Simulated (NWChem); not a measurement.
The numbers come from NWChem runs, not from measurements. System: silene (CH4Si), charge 0, spin multiplicity 1, at a geometry optimised with PBE0/def2-SVP. Level: CCSD linear response/6-31G* (spherical d), 6 core orbitals frozen.

Input file:

```
start mol
memory heap 100 mb stack 700 mb global 1900 mb
geometry units angstroms nocenter noautoz
  C      0.000000     0.000000    -1.156933
  Si     0.000000     0.000000     0.550682
  H      0.926618     0.000000    -1.737869
  H     -0.926618     0.000000    -1.737869
  H     -1.249623     0.000000     1.353895
  H      1.249623     0.000000     1.353895
  symmetry group C2v
end
basis spherical
  * library 6-31g*
end
scf
  rhf
  nopen 0
  maxiter 100
  thresh 1e-7
  semidirect memsize 60000000 filesize 0
end
tce
  freeze core 6
  ccsd
  thresh 1e-6
  tilesize 24
end
set tce:lineresp T
set tce:afreq 0.0
set tce:respaxis T T T
task tce energy
```

Output (cleaned and shortened):

```
             Northwest Computational Chemistry Package (NWChem) 7.3.0
             --------------------------------------------------------

                                NWChem Input Module
                                -------------------

 Scaling coordinates for geometry "geometry" by  1.889725989
 (inverse scale =  0.529177249)

 Turning off AUTOSYM since
 SYMMETRY directive was detected!

                             Geometry "geometry" -> ""
                             -------------------------

 Output coordinates in angstroms (scale by  1.889725989 to convert to a.u.)

  No.       Tag          Charge          X              Y              Z
 ---- ---------------- ---------- -------------- -------------- --------------
    1 C                    6.0000     0.00000000     0.00000000    -1.15693300
    2 Si                  14.0000     0.00000000     0.00000000     0.55068200
    3 H                    1.0000     0.92661800     0.00000000    -1.73786900
    4 H                    1.0000    -0.92661800     0.00000000    -1.73786900
    5 H                    1.0000    -1.24962300     0.00000000     1.35389500
    6 H                    1.0000     1.24962300     0.00000000     1.35389500

 Effective nuclear repulsion energy (a.u.)      51.1946243680

            Nuclear Dipole moment (a.u.)
            ----------------------------
        X                 Y               Z
 ---------------- ---------------- ----------------
     0.0000000000     0.0000000000     0.0000037795

      Symmetry information
      --------------------

 Group name             C2v
 Group number             16
 Group order               4
 No. of unique centers     4

      Symmetry unique atoms

     1    2    3    5


 Summary of "ao basis" -> "" (spherical)
 ------------------------------------------------------------------------------
       Tag                 Description            Shells   Functions and Types
 ---------------- ------------------------------  ------  ---------------------
 *                           6-31g*                   on all atoms

 Summary of "ao basis" -> "ao basis" (spherical)
 ------------------------------------------------------------------------------
       Tag                 Description            Shells   Functions and Types
 ---------------- ------------------------------  ------  ---------------------
 C                           6-31g*                  6       14   3s2p1d
 Si                          6-31g*                  8       18   4s3p1d
 H                           6-31g*                  2        2   2s

                                 NWChem SCF Module
                                 -----------------

  ao basis        = "ao basis"
  functions       =    40
  atoms           =     6
  closed shells   =    12
  open shells     =     0
  charge          =   0.00
  wavefunction    = RHF
  use symmetry    = T
  symmetry adapt  = T

 Summary of "ao basis" -> "ao basis" (spherical)
 ------------------------------------------------------------------------------
       Tag                 Description            Shells   Functions and Types
 ---------------- ------------------------------  ------  ---------------------
 C                           6-31g*                  6       14   3s2p1d
 Si                          6-31g*                  8       18   4s3p1d
 H                           6-31g*                  2        2   2s

      Symmetry analysis of basis
      --------------------------

        a1         20
[...]
 CCSD total energy / hartree       =      -329.278778239120072

 Singles contributions

 Doubles contributions
    13b2  (alpha)    13b2  (beta ) ---    12b2  (alpha)    12b2  (beta )       -0.1590275254

 CCSD Lambda iterations
 ---------------------------------------------
 Iter          Residuum            Cpu    Wall
 ---------------------------------------------
    1          0.5319841631380     0.2     0.2
    2          0.0136862162573     0.2     0.2
    3          0.0016636683856     0.2     0.2
    4          0.0003044498634     0.2     0.2
    5          0.0000775252538     0.2     0.2
    6          0.0000083515026     0.2     0.2
    7          0.0000019979918     0.2     0.2
    8          0.0000005769256     0.2     0.2
 ---------------------------------------------
 Iterations converged
1-PDM CCSD : h-h block

 1PDM h-h block largest contributions

1-PDM CCSD : p-p block

 1PDM p-p block largest contributions

1-PDM CCSD : h-p block

 1PDM h-p block largest contributions

1-PDM CCSD : p-h block

 1PDM p-h block largest contributions

1-PDM CCSD : all done

Lambda-CCSD leading excitations:

 Singles contributions

 Doubles contributions
    36b2  (alpha)    64b2  (beta ) ---     6b2  (alpha)    12b2  (beta )       -0.1474486615

 CCSD dipole moments / hartree & Debye
 ------------------------------------
   X        -0.0000000     -0.0000000
   Y         0.0000000      0.0000000
   Z        -0.1116086     -0.2836829
 Total       0.1116086      0.2836829
 ------------------------------------

 X   axis ( b1  symmetry)

 Frequency =       0.0000000 / au

 CCSD-LR iterations
 ---------------------------------------------
 Iter          Residuum            Cpu    Wall
 ---------------------------------------------
    1          1.0417752993583     0.1     0.1
    2          0.9770451410756     0.1     0.1
    3          0.4088780988341     0.1     0.1
    4          0.1918312506065     0.1     0.1
    5          0.0883588468976     0.1     0.1
    6          0.0135372332902     0.1     0.1
    7          0.0055641133924     0.1     0.1
    8          0.0026399973515     0.1     0.1
    9          0.0014067194947     0.1     0.1
   10          0.0007415116680     0.1     0.1
   11          0.0000921789199     0.1     0.1
   12          0.0000367242968     0.1     0.1
   13          0.0000173601522     0.1     0.1
   14          0.0000087922668     0.1     0.1
   15          0.0000046075080     0.1     0.1
   16          0.0000008295498     0.1     0.1
 ---------------------------------------------
 Iterations converged

 Y   axis ( b2  symmetry)

 Frequency =       0.0000000 / au

 CCSD-LR iterations
 ---------------------------------------------
 Iter          Residuum            Cpu    Wall
 ---------------------------------------------
    1          0.9173314082483     0.1     0.1
    2          0.9779573305557     0.1     0.1
    3          0.3938694357285     0.1     0.1
    4          0.2180067570626     0.1     0.1
    5          0.1167583447878     0.1     0.1
    6          0.0288160411263     0.1     0.1
    7          0.0132140795119     0.1     0.1
    8          0.0074608466190     0.1     0.1
    9          0.0044871498536     0.1     0.1
   10          0.0027195671717     0.1     0.1
   11          0.0002268570328     0.1     0.1
   12          0.0001087208803     0.1     0.1
   13          0.0000542635487     0.1     0.1
   14          0.0000304774576     0.1     0.1
   15          0.0000174535572     0.1     0.1
   16          0.0000037283615     0.1     0.1
   17          0.0000017014484     0.1     0.1
   18          0.0000009373733     0.1     0.1
 ---------------------------------------------
 Iterations converged

 Z   axis ( a1  symmetry)

 Frequency =       0.0000000 / au

 CCSD-LR iterations
 ---------------------------------------------
 Iter          Residuum            Cpu    Wall
 ---------------------------------------------
    1          1.1521488331502     0.1     0.1
    2          1.6224810327502     0.1     0.1
    3          0.5984960314280     0.1     0.1
    4          0.3665796190411     0.1     0.1
    5          0.1823169861901     0.1     0.1
    6          0.0446811610934     0.1     0.1
    7          0.0225534171353     0.1     0.1
    8          0.0124383635827     0.1     0.1
    9          0.0076822486750     0.1     0.1
   10          0.0046338826943     0.1     0.1
   11          0.0003822521719     0.1     0.1
   12          0.0001615879485     0.1     0.1
   13          0.0000753946654     0.1     0.1
   14          0.0000384035739     0.1     0.1
   15          0.0000198991191     0.1     0.1
   16          0.0000047753511     0.1     0.1
   17          0.0000023691595     0.1     0.1
   18          0.0000013558883     0.1     0.1
   19          0.0000008092333     0.1     0.1
 ---------------------------------------------
 Iterations converged

 CCSD-LR dipole moments / hartree & Debye
 --------------------------------
 X      -0.0000000     -0.0000000
 Y       0.0000000      0.0000000
 Z      -0.1099565     -0.2794837
 --------------------------------

 CCSD Linear Response polarizability / au
 Frequency  =       0.0000000 / au
 Wavelength =        Infinity / nm
 -------------------------------------------------------|-----------------------------------------------
                     atomic units (bohr^3)              |                   angstroms^3
                  X              Y              Z       |             X              Y              Z
 -------------------------------------------------------|-----------------------------------------------
 X           29.5333533     -0.0000000     -0.0000000   |      4.3763924     -0.0000000     -0.0000000
 Y           -0.0000000     25.0411151     -0.0000000   |     -0.0000000      3.7107112     -0.0000000
 Z           -0.0000000     -0.0000000     49.1698199   |     -0.0000000     -0.0000000      7.2862172
 -------------------------------------------------------|-----------------------------------------------
 Eigs =      29.5333533     25.0411151     49.1698199   |      4.3763924      3.7107112      7.2862172
 Isotropic   =              34.5814294                  |                     5.1244403
 Anisotropic =              22.2257219                  |                     3.2935129
 -------------------------------------------------------|-----------------------------------------------

 Task  times  cpu:       12.1s     wall:       12.1s

 Total times  cpu:       12.1s     wall:       12.1s
```
